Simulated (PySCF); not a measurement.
**Correlation energy of Xe³⁺ (xenon, charge +3)**

[Kr] 4d10 5s2 5p3, high-spin 4S determinant. All numbers are calculated (PySCF 2.14, scalar relativity by spin-free X2C-1e, in ANO-RCC-VTZP (7s6p4d2f1g, 68 functions)). Frozen: [Ar] 3d10; 23 electrons correlated.

| level | correlation energy (mhartree) |
| --- | --- |
| CCSD | -645.24 |
| (T) | -11.30 |
| CCSD(T) | -656.54 |

Diagnostics: T1 = 0.0032, D1 = 0.0129, largest double amplitude 0.046.

**Question.** Is a single reference adequate?

**Answer.** Yes, within this model without spin-orbit coupling: T1 lies below 0.03 and no double amplitude reaches 0.07.
